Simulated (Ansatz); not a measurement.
Computed with Ansatz.

Basis-set series for `F[SiH](S)[O][GaH2]`. Total charge 0; spin multiplicity 1. All single points use the PBE0-D4/def2-TZVP geometry. It is one conformer, not always the lowest.

| functional | basis | functions | energy (Eh) | HOMO (eV) | LUMO (eV) |
| --- | --- | --- | --- | --- | --- |
| PBE0-D4 | def2-TZVPP | 250 | -2789.60402 | -8.40 | -0.54 |
| PBE0-D4 | def2-QZVPP | 463 | -2789.68036 | -8.41 | -0.66 |
| ωB97M-V | def2-TZVPP | 250 | -2790.09621 | -10.66 | 1.11 |
| ωB97M-V | def2-QZVPP | 463 | -2790.16905 | -10.67 | 0.76 |

(1) Give the rows for def2-SVP. (Best estimate.)

Answers

(1) The calculation gave: 
```csv
functional,basis,functions,energy (Eh),HOMO (eV),LUMO (eV)
PBE0-D4,def2-SVP,116,-2788.88295,-8.36,-0.37
ωB97M-V,def2-SVP,116,-2789.37339,-10.57,1.35
```

Positive LUMOs are unbound and depend on the basis. Scalar relativity is left out up to krypton.
